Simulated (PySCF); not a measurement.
B(F)(OH)(OSiH3) (BFH4O2Si), SMILES OB(F)O[SiH3].

Geometry: B3LYP-D3(BJ)/def2-SVP. This is a generated structure with no PubChem entry under its InChIKey; it may be hypothetical. The values are those of a single conformer.

All values below come from TDA-PBE/def2-SVPD (PySCF).

Vertical excitations. The molecule is in vacuum. State labels are in the subgroup Cs.

Computed lowest excited states:
| state | symmetry | energy (eV) | λ (nm) | f | main pairs |
|---|---|---|---|---|---|
| S1 | A" | 6.86 | 181 | 0.003 | HOMO→LUMO 100 % |
| S2 | A' | 7.03 | 176 | 0.004 | HOMO−1→LUMO 99 % |
| S3 | A" | 7.65 | 162 | 0.004 | HOMO→LUMO+1 82 %, HOMO−2→LUMO 17 % |
| S4 | A" | 7.74 | 160 | 0.007 | HOMO−2→LUMO 82 %, HOMO→LUMO+1 17 % |
| S5 | A' | 7.83 | 158 | 0.007 | HOMO−1→LUMO+1 98 % |
| S6 | A' | 7.97 | 155 | 0.000 | HOMO−3→LUMO 99 % |
| S7 | A" | 8.14 | 152 | 0.024 | HOMO→LUMO+3 80 %, HOMO−1→LUMO+2 18 % |
| S8 | A' | 8.30 | 149 | 0.048 | HOMO−1→LUMO+3 72 %, HOMO→LUMO+2 24 % |
| S9 | A" | 8.31 | 149 | 0.031 | HOMO−1→LUMO+2 76 %, HOMO→LUMO+3 15 % |
| S10 | A' | 8.38 | 148 | 0.075 | HOMO→LUMO+2 68 %, HOMO−1→LUMO+3 25 % |
| T1 | A" | 6.63 | 187 | 0 | HOMO→LUMO 98 % |
| T2 | A' | 6.77 | 183 | 0 | HOMO−1→LUMO 97 % |
| T3 | A" | 7.43 | 167 | 0 | HOMO→LUMO+1 69 %, HOMO−2→LUMO 29 % |
| T4 | A" | 7.58 | 163 | 0 | HOMO−2→LUMO 67 %, HOMO→LUMO+1 29 % |
Triplets are in the Tamm–Dancoff approximation.
